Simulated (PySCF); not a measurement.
PySCF input:

```python
from pyscf import gto, scf, dft

mol = gto.M(
    atom='''
    C     2.03097497   -0.02281047   -0.25074484
    C     0.81218079   -0.11676973    0.63125069
    C    -0.57736904   -0.02011437   -0.10073065
    C    -1.80004701    0.29657900    0.74971998
    O    -0.64448120   -0.19639914   -1.27421933
    H     2.90527861   -0.09724919    0.40195094
    H     2.08993151    0.93470140   -0.76706392
    H     2.07940364   -0.83071988   -0.97818382
    H     0.70509181   -1.09211320    1.12548431
    H     0.75002630    0.66235288    1.39508097
    H    -1.76639068    1.37733539    0.92018303
    H    -1.69524912   -0.22495205    1.70032762
    H    -2.70668083    0.02053110    0.21900459
    ''',
    basis='def2-tzvpd',
    charge=1,
    spin=1,
    verbose=4,
)

mf = scf.UHF(mol).density_fit(auxbasis='def2-universal-jkfit')
mf.conv_tol = 1e-9
mf.max_cycle = 100
mf.max_memory = 1500
mf.kernel()
if not mf.converged:
    mf = mf.newton()
    mf.kernel(mf.make_rdm1())
for _ in range(2):
    mo, _, stable, _ = mf.stability(return_status=True)
    if stable:
        break
    mf.kernel(mf.make_rdm1(mo, mf.mo_occ))
mf.analyze()
```

**Question.** Which total energy does the run end on?

**Answer.** -230.78651 Eh (HF/def2-TZVPD).
